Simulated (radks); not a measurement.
The numbers below are computed, except where a source is named.
Ionisation of neutral magnesium, [Ne] 3s2, to [Ne] 3s1 as the strength of local exchange is varied. Code: a radial shooting solver on a logarithmic mesh with Libxc functionals. Model: scalar-relativistic Kohn-Sham, Slater X-alpha exchange (alpha = 2/3 is LDA exchange), no correlation, spin-polarised, spherical densities, point nucleus.

[
 {"alpha": "0.57", "E(Mg) (hartree)": "-196.46701", "exchange (hartree)": "-12.33939", "IE (eV)": "6.008", "-e of the level emptied (eV)": "3.352 (3s)", "<r> of it (bohr)": "3.323"},
 {"alpha": "0.667", "E(Mg) (hartree)": "-198.57662", "exchange (hartree)": "-14.57016", "IE (eV)": "6.498", "-e of the level emptied (eV)": "3.876 (3s)", "<r> of it (bohr)": "3.214"},
 {"alpha": "0.757", "E(Mg) (hartree)": "-200.55102", "exchange (hartree)": "-16.67382", "IE (eV)": "6.971", "-e of the level emptied (eV)": "4.389 (3s)", "<r> of it (bohr)": "3.121"},
 {"alpha": "0.78", "E(Mg) (hartree)": "-201.05821", "exchange (hartree)": "-17.21665", "IE (eV)": "7.094", "-e of the level emptied (eV)": "4.524 (3s)", "<r> of it (bohr)": "3.098"},
 {"alpha": "0.857", "E(Mg) (hartree)": "-202.76398", "exchange (hartree)": "-19.04941", "IE (eV)": "7.516", "-e of the level emptied (eV)": "4.989 (3s)", "<r> of it (bohr)": "3.025"},
 {"alpha": "0.977", "E(Mg) (hartree)": "-205.44616", "exchange (hartree)": "-21.95310", "IE (eV)": "8.196", "-e of the level emptied (eV)": "5.749 (3s)", "<r> of it (bohr)": "2.919"}
]

NIST Atomic Spectra Database: 7.646 eV (measured). The Delta-SCF value meets it near alpha = 0.88.
